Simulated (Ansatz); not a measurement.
`N#CCB(O)F` and `OB(F)CF` differ in one atom or group.

Ansatz, PBE0-D4/def2-TZVP geometries, multiplicity 1. Each molecule was computed in one conformer, which needn't be the lowest.

```
                                          property  `N#CCB(O)F`
           HOMO–LUMO gap (ωB97M-V/def2-TZVPP) / eV        13.01
              HOMO–LUMO gap (PBE0/def2-TZVPP) / eV         9.33
size of the dipole moment (ωB97M-V/def2-TZVPP) / D         4.79
  size of the dipole moment (B3LYP/def2-TZVPP) / D         4.80
    size of the dipole moment (PBE/def2-TZVPP) / D         4.77
             HOMO energy (ωB97M-V/def2-TZVPP) / eV       -11.52
```

**Question.** What does the change do to each property? (Estimate.)

**Answer.** Ansatz gave: 
| property | `OB(F)CF` | shift |
| --- | --- | --- |
| HOMO–LUMO gap (ωB97M-V/def2-TZVPP) / eV | 13.68 | 0.67 |
| HOMO–LUMO gap (PBE0/def2-TZVPP) / eV | 10.01 | 0.68 |
| size of the dipole moment (ωB97M-V/def2-TZVPP) / D | 1.27 | -3.52 |
| size of the dipole moment (B3LYP/def2-TZVPP) / D | 1.27 | -3.53 |
| size of the dipole moment (PBE/def2-TZVPP) / D | 1.21 | -3.56 |
| HOMO energy (ωB97M-V/def2-TZVPP) / eV | -11.77 | -0.25 |

With PBE0 the HOMO falls by 0.16 eV and the LUMO rises by 0.51 eV, so the gap widens by about 0.67 eV. PBE moves the HOMO by 0.18 eV and ωB97M-V by -0.25 eV. Dipoles are sizes alone; their direction can turn.

Positive LUMOs are unbound, so they and the gaps depend on the basis.

B3LYP here is the variant with VWN-RPA as its local correlation; programs differ in this.
